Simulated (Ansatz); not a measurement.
C₂H₃O₂, doublet, geometry from GFN2-xTB; CCSD/6-31G (Ansatz, a first-principles code).

Here is a job for Ansatz.
Ansatz 0.2 input:
```yaml
crystal:
  periodic: [false, false, false]
  atoms:
    - {symbol: C, position_ang: [-0.93387820, -0.06541199, 0.01318371]}
    - {symbol: O, position_ang: [-0.95258739, -1.26170140, 0.00490787]}
    - {symbol: O, position_ang: [-0.02803634, 0.83430160, 0.00637219]}
    - {symbol: C, position_ang: [1.38446796, 0.45047108, -0.01701847]}
    - {symbol: H, position_ang: [1.94352282, 1.38117052, -0.01853930]}
    - {symbol: H, position_ang: [1.61200272, -0.14253780, 0.86761719]}
    - {symbol: H, position_ang: [1.58592576, -0.12978890, -0.91630983]}
basis:
  gaussian:
    orbitals: 6-31G
magnetization: {spin_polarized: true, initial_magnetization: 1}
correlation: {method: ccsd}
```

It wrote (shortened):

```
Functional definition: HF
500 factors; integrals over basis functions are off by at most 2.0e-4 eV
mean field evaluation 1: about -6174.9667 eV, gradient 2.4e1 eV
mean field evaluation 2: about -6174.9831 eV, gradient 2.4e1 eV
mean field evaluation 4: about -6177.8028 eV, gradient 3.1e0 eV
mean field evaluation 8: about -6177.9110 eV, gradient 2.3e-1 eV
mean field evaluation 16: about -6174.9664 eV, gradient 2.4e1 eV
mean field -6177.91417282 eV, -227.0341583105 hartree, gradient 2.9e-6 eV, S^2 0.766390; 0 other end points of the search recorded, 0 dependent functions left out
4 core orbitals not correlated
reference -6177.91417282 eV, -227.0341583105 hartree; 12, 11 occupied and 26, 27 virtual orbitals, 500 factors
second order -11.16851469 eV of doubles, -0.00000000 eV of singles
cycle   1  -10.96458055 eV  change    2.0e-1 eV  update   1.2e-1
cycle   2  -11.43339332 eV  change   -4.7e-1 eV  update   3.8e-2
cycle   3  -11.58987967 eV  change   -1.6e-1 eV  update   2.3e-2
cycle   4  -11.59294766 eV  change   -3.1e-3 eV  update   7.0e-3
cycle   5  -11.59192325 eV  change    1.0e-3 eV  update   3.8e-3
cycle   6  -11.59233159 eV  change   -4.1e-4 eV  update   1.5e-3
cycle   7  -11.59236986 eV  change   -3.8e-5 eV  update   5.7e-4
cycle   8  -11.59255012 eV  change   -1.8e-4 eV  update   2.0e-4
cycle   9  -11.59264278 eV  change   -9.3e-5 eV  update   8.2e-5
cycle  10  -11.59259177 eV  change    5.1e-5 eV  update   3.5e-5
cycle  11  -11.59261226 eV  change   -2.0e-5 eV  update   1.4e-5
Total energy: -6189.50678507 eV, -227.4601789531 hartree
```
